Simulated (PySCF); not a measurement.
Job for PySCF: R-B3LYP/6-31G* on C3H6O (a complex), monomers drawn apart or pushed together.

```python
from pyscf import gto, scf, dft, mp
from pyscf.data.elements import chemcore

mol = gto.M(
    atom='''
    C     0.34100147    0.38003799    0.13680047
    C    -0.40149892   -0.53759246    0.33834590
    H     0.99740560    1.19484969   -0.05179119
    H    -1.05679938   -1.35443895    0.52284683
    C    -0.01004156    0.29625824    3.81906226
    O     0.75054972   -0.68784082    3.13801015
    H     0.41546363    1.30017991    3.70606970
    H     0.00280035    0.03657949    4.87716137
    H    -1.05262652    0.32076913    3.48202377
    H     0.71422204   -0.49826273    2.19265247
    ''',
    basis='6-31g*',
    cart=True,
    charge=0, spin=0, verbose=3, max_memory=1800)
mf = dft.RKS(mol, xc='b3lyp')
mf.conv_tol = 1e-8
mf.max_cycle = 100
mf.kernel()
if not mf.converged:
    mf = mf.newton().run(mf.mo_coeff, mf.mo_occ)
```

Output:

```
converged SCF energy = -193.043686757034
```

The run converged.

Cost: roughly 6 core-seconds.
